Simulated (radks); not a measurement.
Results of a calculation; reference values are marked as such.
Q: Species: Zn3+. Configuration: [Ar] 3d9. Level of theory: scalar-relativistic Kohn-Sham, r2SCAN, spin-polarised, spherical densities, finite nucleus; open shells are filled with parallel spins first; meta-GGA in the generalised Kohn-Sham scheme; Fermi nuclear charge, rms radius 3.9283 fm (a radial shooting solver on a logarithmic mesh with Libxc functionals). Some entries of the table are withheld. Estimate them.

orbital,occ.,eigenvalue (hartree),<r^2> (bohr^2),r(max) (bohr)
1s down,1,-352.6791,0.003407,0.03291
1s up,1,-352.6790,0.003407,0.03291
2s up,1,-44.55150,0.06022,0.1891
2s down,1,-44.51873,0.06016,0.1891
2p up,3,-38.75520,0.04821,0.1522
2p down,3,-38.73057,0.04815,0.1521
3s up,1,-6.47387,0.5279,0.5866
3s down,1,-6.41464,0.5294,0.5870
3p up,3,-4.72251,0.5854,0.5909
3p down,3,-4.66364,0.5881,0.5915
3d up,5,-1.90184,0.8394,0.5612
3d down,4,-1.84492,0.8587,0.5632
4s up,0,-1.27121,4.549,1.765
4s down,0,-1.25664,4.622,1.778
4p up,0,-0.93757,(1),2.048
4p down,0,-0.92815,(2),2.064

A: 
(1) 4p up <r^2> (bohr^2): 6.274
(2) 4p down <r^2> (bohr^2): 6.379
